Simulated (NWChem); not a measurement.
# C₃H₄O₂; SMILES O=C1COC1

```xyz
9

O      0.0000     0.0000     1.8661
C      0.0000     0.0000     0.6632
C      0.0000     1.0535    -0.4542
O      0.0000     0.0000    -1.4390
C      0.0000    -1.0535    -0.4542
H      0.9065     1.7022    -0.4922
H     -0.9065     1.7022    -0.4922
H      0.9065    -1.7022    -0.4922
H     -0.9065    -1.7022    -0.4922
```
Atoms are numbered in this order, from 1.

Results from NWChem. Pople sets run with spherical d functions. All runs use the structure optimised with PBE-D3(BJ)/def2-SVP. Atomic charges in e: unrestrained fits to the electrostatic potential beside Mulliken populations; buried atoms are poorly determined by the fit.

For level B3LYP/def2-SVP:

| Quantity | Result |
|---|---|
| Mulliken O1 | -0.14 |
| Mulliken C2 | -0.02 |
| Mulliken C3 | 0.18 |
| Mulliken O4 | -0.39 |
| Mulliken C5 | 0.18 |

**Question.** How do the values read with level Hartree-Fock/6-31G* instead?

**Answer.** 
| Quantity | Result |
|---|---|
| Mulliken O1 | -0.50 |
| Mulliken C2 | 0.44 |
| Mulliken C3 | -0.05 |
| Mulliken O4 | -0.66 |
| Mulliken C5 | -0.05 |
